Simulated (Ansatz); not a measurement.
CH2GaN, one more setting.

```yaml
crystal:
  periodic: [false, false, false]
  atoms:
    - {symbol: C, position_ang: [-0.271379, -1.078997, 0.443532]}
    - {symbol: N, position_ang: [0.557342, -0.530912, 1.028872]}
    - {symbol: Ga, position_ang: [-0.197278, 1.184506, -1.141366]}
    - {symbol: H, position_ang: [-1.028632, -1.676278, -0.020042]}
    - {symbol: H, position_ang: [0.989946, 2.027981, -0.352396]}
basis:
  gaussian: {orbitals: cc-pVTZ, point_charges: [{charge: 0.50, position_ang: [5.874, -0.040, 0.612]}]}
magnetization: {spin_polarized: true, initial_magnetization: 2}
hamiltonian: {xc: {name: PBE}}
accuracy: high
scf: {lower_state_search: light}
output: {forces: true}
```

```sh
$ ansatz run in.yaml --threads 2 --pin off --events-out ev --progress --plain --max-ram 4352MiB
```

It prints (some lines left out):

```
Functional definition: PBE
2147 factors; integrals over basis functions are off by at most 4.7e-9 eV
mean field evaluation 1: about -54904.1393 eV, gradient 5.8e1 eV
mean field evaluation 2: about -54612.4449 eV, gradient 1.4e2 eV
mean field evaluation 4: about -54890.3682 eV, gradient 6.2e1 eV
mean field evaluation 8: about -54924.2577 eV, gradient 2.1e0 eV
mean field evaluation 16: about -54924.2848 eV, gradient 5.1e-3 eV
mean field -54924.28482994 eV, -2018.4302384831 hartree, gradient 5.3e-8 eV, S^2 2.003901; 5 other end points of the search recorded, 0 dependent functions left out
reference -54924.28483343 eV, -2018.4302386111 hartree; 24, 22 occupied and 107, 109 virtual orbitals, 2147 factors
Total energy: -54924.28483343 eV, -2018.4302386111 hartree
Atom 0 at    -0.271379    -1.078997     0.443532 Å, force    -0.727082    -0.554813    -0.449370 eV/Å
Atom 1 at     0.557342    -0.530912     1.028872 Å, force     0.916509     0.536817     0.637301 eV/Å
Atom 2 at    -0.197278     1.184506    -1.141366 Å, force     0.385488     0.233773     0.243248 eV/Å
Atom 3 at    -1.028632    -1.676278    -0.020042 Å, force    -0.211950    -0.108479    -0.141178 eV/Å
Atom 4 at     0.989946     2.027981    -0.352396 Å, force    -0.330121    -0.113987    -0.288710 eV/Å
Dipole moment:    -0.484488    -0.414662    -0.153246 e Å
```

Run time 12 s (2 threads of an Arm Neoverse V1 on a shared host); peak host memory 0.42 GiB.
